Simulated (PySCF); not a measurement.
Isomers of C4H9NOSi3, mass 170.999 u with the commonest isotopes. Method used: PBE0/pcSseg-1 in PySCF (dipole) on a GFN2-xTB geometry, gas phase. One conformer each, none proved a minimum here; rigid rotors.

Question: Order these by rotational constant B, smallest first.
A. `[CH3:1][C:2](=[O:3])[Si:4]1([C:5]#[N:6])[SiH2:7][CH2:8][SiH2:9]1` with C1–C2–Si4–C5 -5°
B. `[N:1]#[C:2][CH2:3][C@@H:4]1[SiH2:5][SiH2:6][SiH2:7][C:8]1=[O:9]` with C2–C3–C4–Si5 -62°, C3–C4–Si5–Si6 -166°, C4–Si5–Si6–Si7 13°, Si5–Si6–Si7–C8 11°, Si6–Si7–C8–O9 130°
C. `[CH:1]#[C:2][SiH2:3][O:4][Si@@H:5]1[CH:6]=[CH:7][SiH2:8][NH:9]1` with C2–Si3–O4–Si5 13°, Si3–O4–Si5–C6 56°

Answer: B (693.7 MHz), A (748.2 MHz), C (775.6 MHz).

Question: Order these by radius of gyration √(Σ m r²/M), smallest first.
A. `[N:1]#[C:2][CH2:3][C@@H:4]1[SiH2:5][SiH2:6][SiH2:7][C:8]1=[O:9]` with C2–C3–C4–Si5 -62°, C3–C4–Si5–Si6 -166°, C4–Si5–Si6–Si7 13°, Si5–Si6–Si7–C8 11°, Si6–Si7–C8–O9 130°
B. `[CH3:1][C:2](=[O:3])[Si:4]1([C:5]#[N:6])[SiH2:7][CH2:8][SiH2:9]1` with C1–C2–Si4–C5 -5°
C. `[CH:1]#[C:2][SiH2:3][O:4][Si@@H:5]1[CH:6]=[CH:7][SiH2:8][NH:9]1` with C2–Si3–O4–Si5 13°, Si3–O4–Si5–C6 56°

Answer: C (2.304 Å), B (2.348 Å), A (2.420 Å).

Question: Order these by out-of-plane moment Σ m c² = (Ia + Ib − Ic)/2, smallest first.
A. `[CH3:1][C:2](=[O:3])[Si:4]1([C:5]#[N:6])[SiH2:7][CH2:8][SiH2:9]1` with C1–C2–Si4–C5 -5°
B. `[CH:1]#[C:2][SiH2:3][O:4][Si@@H:5]1[CH:6]=[CH:7][SiH2:8][NH:9]1` with C2–Si3–O4–Si5 13°, Si3–O4–Si5–C6 56°
C. `[N:1]#[C:2][CH2:3][C@@H:4]1[SiH2:5][SiH2:6][SiH2:7][C:8]1=[O:9]` with C2–C3–C4–Si5 -62°, C3–C4–Si5–Si6 -166°, C4–Si5–Si6–Si7 13°, Si5–Si6–Si7–C8 11°, Si6–Si7–C8–O9 130°

Answer: C (48.58 u·Å²), B (90.33 u·Å²), A (156.92 u·Å²).

| SMILES | point group | Ia (u·Å²) | Ib (u·Å²) | Ic (u·Å²) | κ | μa (D) | μb (D) | μc (D) |
| --- | --- | --- | --- | --- | --- | --- | --- | --- |
| N#CC[C@@H]1[SiH2][SiH2][SiH2]C1=O | C1 | 321.50 | 728.51 | 952.85 | -0.69 | 3.64 | 0.42 | 0.35 |
| CC(=O)[Si]1(C#N)[SiH2]C[SiH2]1 | near Cs | 424.48 | 675.47 | 786.10 | -0.62 | 1.92 | 1.11 | 0.24 |
| C#C[SiH2]O[Si@@H]1C=C[SiH2]N1 | C1 | 346.82 | 651.63 | 817.79 | -0.62 | 0.25 | 1.13 | 0.03 |
